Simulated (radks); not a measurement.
Results of a calculation; reference values are marked as such.
Species: Ge II. Configuration: [Ar] 3d8 4s2 4p3 (not the ground configuration).

Level of theory: Dirac Kohn-Sham, revPBE, spin-unpolarised, spherical densities, finite nucleus; open shells fill j = l - 1/2 first; Fermi nuclear charge, rms radius 4.0742 fm (a radial shooting solver on a logarithmic mesh with Libxc functionals).

Energy parts (hartree):
| part | energy |
|---|---|
| total | -2096.22419 |
| kinetic | 2140.93591 |
| electron-nucleus | -5026.50891 |
| Hartree | 867.75505 |
| exchange-correlation | -78.40624 |

Orbitals (lengths in bohr, moments of r in powers of bohr):
orbital,occ.,eigenvalue (hartree),<r^2>,<1/r>,<r>
1s1/2,2,-403.9740,0.002973,32.39,0.04700
2s1/2,2,-51.74622,0.05195,7.150,0.2098
2p1/2,2,-46.15965,0.04035,7.109,0.1813
2p3/2,4,-44.98952,0.04184,6.915,0.1849
3s1/2,2,-7.35793,0.4342,2.330,0.6143
3p1/2,2,-5.50653,0.4580,2.212,0.6251
3p3/2,4,-5.34200,0.4722,2.166,0.6348
3d3/2,4,-2.19770,0.5609,1.899,0.6714
3d5/2,4,-2.17326,0.5672,1.887,0.6752
4s1/2,2,-0.93076,3.828,0.7221,1.833
4p1/2,2,-0.55761,5.483,0.6010,2.178
4p3/2,1,-0.54419,5.648,0.5910,2.211

The highest occupied level is 4p3/2 at -14.808 eV. The electron density at the nucleus is 3.177e+04 e/bohr^3. Summed over all electrons, <r^2> = 32.81 bohr^2, which gives a Langevin (diamagnetic) susceptibility term of -26 x 10^-6 cm^3/mol. The density falls to 0.001 e/bohr^3 at r = 3.98 bohr.
